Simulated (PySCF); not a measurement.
Bonding in `N[SiH2]O[SiH](O[SiH3])O[SiH3]`

H₁₁NO₃Si₄.
Numbering: `[NH2:1][SiH2:2][O:3][SiH:4]([O:5][SiH3:6])[O:7][SiH3:8]` (hydrogens: H9, H10 on N1; H11, H12 on Si2; H13 on Si4; H14, H15, H16 on Si6; H17, H18, H19 on Si8)

Geometry (PBE0-D3(BJ)/def2-SVP, Å), atoms numbered from 1 in this order:
```
atom  x, y, z in Å
N1     1.7527    0.6833    0.7230
Si2    2.2494   -0.2974   -0.6010
O3     1.0051   -0.5882   -1.6747
Si4   -0.6362   -0.5188   -1.6005
O5    -1.1816   -1.5106   -0.4049
Si6   -1.2644   -1.9831    1.1756
O7    -1.1395    1.0182   -1.2895
Si8   -1.2482    2.1692   -0.1015
H9     1.8515    1.6903    0.7358
H10    1.5001    0.3039    1.6266
H11    2.7056   -1.6097   -0.0651
H12    3.3162    0.4042   -1.3625
H13   -1.1964   -0.9533   -2.8897
H14   -1.5770   -3.4385    1.2346
H15    0.0451   -1.7400    1.8593
H16   -2.3255   -1.2151    1.8906
H17   -2.4939    2.9543   -0.3311
H18   -1.3124    1.5411    1.2537
H19   -0.0801    3.0979   -0.1572
```

Bond orders from the PBE0/pcSseg-1 density (PySCF). One conformer (not necessarily the lowest) at the PBE0-D3(BJ)/def2-SVP geometry, without solvent, vibrations or thermal averaging.

Question: Where do the orders between heavy atoms depart from those drawn in the SMILES?

Answer: The largest departure is 0.105, at Si4–O5 (drawn single, 0.895) and Si2–O3 (drawn single, 0.896).

Question: Set the Mayer orders of the bonds between heavy atoms beside their lengths.

Answer: 
| bond | drawn as | length (Å) | Mayer order |
| --- | --- | --- | --- |
| N1–Si2 | single | 1.721 | 1.020 |
| Si2–O3 | single | 1.669 | 0.896 |
| O3–Si4 | single | 1.644 | 0.954 |
| Si4–O5 | single | 1.646 | 0.895 |
| O5–Si6 | single | 1.652 | 0.915 |
| Si4–O7 | single | 1.647 | 0.922 |
| O7–Si8 | single | 1.658 | 0.906 |

By pair of heavy elements: O–Si: lowest Si4–O5 and Si2–O3 (0.895, 1.646 Å), highest O3–Si4 (0.954, 1.644 Å); in 1 of the 15 pairs the longer bond (by over 0.003 Å) has the higher order (by 0.02 or more). Bonds named together lie within 0.004.

Question: And the bonds to hydrogen?

Answer: H–N: 0.93 to 0.94 (2 bonds); H–Si: 0.90 to 0.93 (9 bonds).

Question: Sum the orders of all bonds at each heavy atom with more than one neighbour and set the sums beside the valence in the SMILES.

Answer: N1 2.891 (drawn 3), Si2 3.779 (drawn 4), O3 1.850 (drawn 2), Si4 3.674 (drawn 4), O5 1.810 (drawn 2), Si6 3.674 (drawn 4), O7 1.828 (drawn 2), Si8 3.662 (drawn 4). Orders between atoms that aren't bonded are not in these sums.

The Mayer order sums products of elements of PS (density times overlap matrix) between the two atoms' basis functions, so it depends on the basis set.
